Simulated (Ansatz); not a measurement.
Reaction R1 → P1 + P2, each structure at its B3LYP-D3(BJ)/def2-TZVP stationary point, reached from a drawn start (curvature not checked).
R1, F3Si (SMILES F[Si](F)F) (charge 0, multiplicity 2, Z-matrix in Å and degrees):
```
Si
F 1 1.5883
F 1 1.5883 2 107.93
F 1 1.5883 2 107.93 3 -116.40
```
P1: F2Si (SMILES F[Si]F), charge 0, multiplicity 1.
P2: F atom, charge 0, multiplicity 2.

P less R. No zero-point or thermal terms; singlets are restricted closed shells; open shells are unrestricted; no spin–orbit coupling.

Correlated levels freeze the cores.

The values were computed with Ansatz (an electronic-structure program) with Gaussian orbitals. All values are computed, each at the level named.

```json
[
 {"level": "revPBE/def2-TZVPP", "reaction energy (kJ/mol)": "435.2"},
 {"level": "CAM-B3LYP/def2-TZVPP", "reaction energy (kJ/mol)": "449.0"},
 {"level": "wB97X-V/def2-TZVPP", "reaction energy (kJ/mol)": "444.2"},
 {"level": "wB97M-V/def2-TZVPP", "reaction energy (kJ/mol)": "427.5"},
 {"level": "B2PLYP/def2-TZVPP", "reaction energy (kJ/mol)": "445.4"},
 {"level": "SCS-MP2/cc-pV(D+d)Z", "reaction energy (kJ/mol)": "396.9"},
 {"level": "CCSD/cc-pV(T+d)Z", "reaction energy (kJ/mol)": "430.1"},
 {"level": "CCSD(T)/cc-pV(D+d)Z", "reaction energy (kJ/mol)": "373.7"},
 {"level": "CCSD(T)/cc-pV(Q+d)Z", "reaction energy (kJ/mol)": "…"}
]
```

Question: Fill in the missing entries.

Answer: 
- CCSD(T)/cc-pV(Q+d)Z, reaction energy (kJ/mol): 450.7
